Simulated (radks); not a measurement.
Values are calculated unless marked as measured or tabulated.
Ionisation of neutral krypton, [Kr], to Kr+, [Ar] 3d10 4s2 4p5, under several functionals. Dirac Kohn-Sham, spin-unpolarised, spherical densities, point nucleus; open shells fill j = l - 1/2 first; a radial shooting solver on a logarithmic mesh with Libxc functionals.

functional         E(Kr) (hartree)  Exc (hartree)  IE (eV)  -e(HOMO) (eV)  <r> HOMO (bohr)  IE error (eV)
revPBE                 -2790.65753      -96.78117   14.021          9.001            1.961         +0.021
exchange-only LDA      -2783.78228      -89.78481   12.876          7.921            1.982         -1.123
BLYP                   -2790.92818      -97.04455   13.893          8.884            1.969         -0.107
OLYP                   -2791.65304      -97.86057   14.011          8.969            1.956         +0.012
RPBE                   -2790.72521      -96.84932   14.029          9.012            1.962         +0.029
PW91                   -2791.04474      -97.17432   14.113          9.093            1.961         +0.114

NIST Atomic Spectra Database: 14.000 eV (measured). Closest: OLYP. The Delta-SCF values span 1.24 eV, the total energies 7.87 hartree. The highest occupied level is 4p3/2. Spin polarisation and multiplet splitting are left out, so open shells lie too high by an amount that depends on their filling.

Beside tabulated values, note that spin-unpolarised runs miss the spin-polarisation part of the exchange energy of open shells.
